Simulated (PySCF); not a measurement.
C2F4, singlet, geometry from GFN2-xTB. Base run: SVWN5/6-31G* run with PySCF.

PySCF was given this input:
```python
from pyscf import gto, scf, dft

mol = gto.Mole()
mol.atom = '''
    C    -0.001053    0.002480    0.664375
    C     0.001053   -0.002480   -0.664375
    F     0.002738    1.101181    1.396572
    F    -0.007178   -1.090724    1.404739
    F     0.007178    1.090724   -1.404739
    F    -0.002738   -1.101181   -1.396572
'''
mol.basis = '6-31g*'
mol.charge = 0
mol.spin = 0
mol.verbose = 4
mol.symmetry = True
mol.build()

mf = dft.RKS(mol)
mf.xc = 'lda,vwn'
mf.kernel()
mf.analyze()
```

Variants of this job, named by their change:

```tsv
change	ΔE vs base (mEh)	point group used	SCF cycles	outcome
base	0.000	D2h	8	converged
symmetry_subgroup = D2	-	-	-	input refused
irrep_nelec = Ag:14 B1g:2 B2g:2 B3g:8 Au:2 B1u:10 B2u:8 B3u:2	667.5	D2h	8	converged
irrep_nelec = Ag:12 B1g:2 B2g:2 B3g:8 B1u:10 B2u:10 B3u:4	934.2	D2h	8	converged
irrep_nelec = Ag:12 B2g:4 B3g:8 Au:2 B1u:10 B2u:8 B3u:4	907.4	D2h	8	converged
irrep_nelec = Ag:14 B1g:2 B2g:2 B3g:8 B1u:10 B2u:8 B3u:4	1060.1	D2h	8	converged
symmetry_subgroup = C2h	0.000	C2h	8	converged
symmetry_subgroup = C2v	0.000	C2v	8	converged
symmetry = off	0.000	C1	8	converged
```

- symmetry_subgroup = D2: ended with `pyscf.lib.exceptions.PointGroupSymmetryError: D2 not in Ablien subgroup of D2h`
